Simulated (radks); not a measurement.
Polarisability of the selenium ion Se2+, [Ar] 3d10 4s2 4p2, at imaginary frequency. All-electron calculation, scalar-relativistic Kohn-Sham, LDA (Slater exchange, VWN5 correlation), spin-polarised, spherical densities, finite nucleus; open shells are filled with parallel spins first; Fermi nuclear charge, rms radius 4.14 fm. Program: a radial shooting solver on a logarithmic mesh with Libxc functionals. Response by self-consistent Sternheimer equations with the Hartree and adiabatic LDA kernel, the relativistic mass of each level held fixed and spin-orbit coupling left out.

w (hartree)  alpha1(iw) (bohr^3)
0.00266                    9.092
0.0143                     9.087
0.0360                     9.063
0.0697                     8.984
0.118                      8.789
0.186                      8.380
0.280                      7.633
0.413                      6.457
0.605                      4.925
0.892                      3.324
1.35                       1.992
2.12                       1.082
3.59                      0.5367
6.94                      0.2236
17.5                     0.05625

Static values: alpha1 = 9.092 bohr^3 (1.347 angstrom^3; uncoupled 14.45). C6 = 42.44, triple-dipole C9 = 278.5 atomic units. One-pole (London) frequency 4 C6 / (3 alpha1^2) = 0.684 hartree, against 0.973 for minus the highest occupied eigenvalue.
